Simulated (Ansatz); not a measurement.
CH9AlOSi2 can be A, `C[SiH2][AlH][O][SiH3]`, or B, `C[SiH]([AlH2])O[SiH3]`.

Computed with Ansatz on PBE0-D4/def2-TZVP structures; ΔE is electronic, products minus reactants. CCSD(T)/CBS is the MP2 limit (def2-TZVPP, def2-QZVPP) plus CCSD(T) − MP2 in def2-TZVPP, frozen cores. DFT in def2-TZVPP. B3LYP here is the variant with VWN-RPA as its local correlation; programs differ in this. One conformer a species, not always the lowest.

Which isomer does CCSD(T)/CBS put lower? Give the gap. (An estimate is asked.)

Ansatz gave: A, by 16.6 kcal/mol.

Give E(B) − E(A) in kcal/mol with CCSD(T)/def2-TZVPP, B2PLYP, ωB97M-V, B3LYP, PBE-D4, HF/def2-TZVPP, MP2/def2-TZVPP. (An estimate is asked.)

Ansatz gave: CCSD(T)/def2-TZVPP 16.9, B2PLYP 17.1, ωB97M-V 16.4, B3LYP 17.0, PBE-D4 17.0, HF/def2-TZVPP 15.0, MP2/def2-TZVPP 17.3. None reverses the order clearly.

Largest T1 diagnostic: 0.012.

In def2-TZVPP, CCSD(T) changes the Hartree–Fock value by +1.9 kcal/mol (the triples alone add +0.2 kcal/mol) and MP2 by +2.3 kcal/mol.
